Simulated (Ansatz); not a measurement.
H$_{3}$B$_{3}$Cl$_{3}$N$_{3}$, charge -1, doublet, at a GFN2-xTB geometry of the parent state (a state made from the parent by changing its charge; the spin is typed, not shown lowest) (a gas-phase anion, which may not be bound at this level); B3LYP/6-31G run with Ansatz (a first-principles code).

Here is a job for Ansatz.
Ansatz 0.2 input:
```yaml
crystal:
  periodic: [false, false, false]
  atoms:
    - {symbol: Cl, position_ang: [-1.64657899, -2.57122596, -0.80160105]}
    - {symbol: B, position_ang: [-0.74801581, -1.16806888, -0.36415518]}
    - {symbol: N, position_ang: [-1.39762621, 0.07263285, -0.12954413]}
    - {symbol: B, position_ang: [-0.67801320, 1.24217779, 0.23197843]}
    - {symbol: Cl, position_ang: [-1.49248487, 2.73435911, 0.51064538]}
    - {symbol: N, position_ang: [0.73311727, 1.14480397, 0.35690215]}
    - {symbol: B, position_ang: [1.42602901, -0.07410891, 0.13217674]}
    - {symbol: Cl, position_ang: [3.13906386, -0.16313315, 0.29095568]}
    - {symbol: N, position_ang: [0.66450893, -1.21743683, -0.22735802]}
    - {symbol: H, position_ang: [-2.40215759, 0.12483707, -0.22265281]}
    - {symbol: H, position_ang: [1.26003878, 1.96762163, 0.61342239]}
    - {symbol: H, position_ang: [1.14211880, -2.09245870, -0.39076958]}
basis:
  gaussian:
    orbitals: 6-31G
hamiltonian:
  xc: b3lyp
total_charge: -1
magnetization: {spin_polarized: false, initial_magnetization: 1}
```

The log (banner, timings and long lists left out):

```
Functional definition: B3LYP
1290 factors; integrals over basis functions are off by at most 1.6e-4 eV
mean field evaluation 1: about -44112.3329 eV, gradient 6.5e1 eV
mean field evaluation 2: about -44112.5301 eV, gradient 6.5e1 eV
mean field evaluation 4: about -44120.3275 eV, gradient 1.3e1 eV
mean field evaluation 8: about -44120.8493 eV, gradient 2.7e0 eV
mean field evaluation 16: about -44120.8819 eV, gradient 1.8e-1 eV
mean field evaluation 32: about -44120.8844 eV, gradient 4.0e-5 eV
mean field evaluation 64: about -43650.0737 eV, gradient 4.3e2 eV
mean field evaluation 96: about -44120.8820 eV, gradient 9.0e-3 eV
mean field evaluation 128: about -44111.2166 eV, gradient 6.5e1 eV
mean field -44120.88436229 eV, -1621.4125941045 hartree, gradient 3.5e-6 eV, S^2 0.750000; 9 other end points of the search recorded, 0 dependent functions left out
reference -44120.88465145 eV, -1621.4126047311 hartree; 46, 45 occupied and 53, 54 virtual orbitals, 1290 factors
Total energy: -44120.88465145 eV, -1621.4126047311 hartree
```
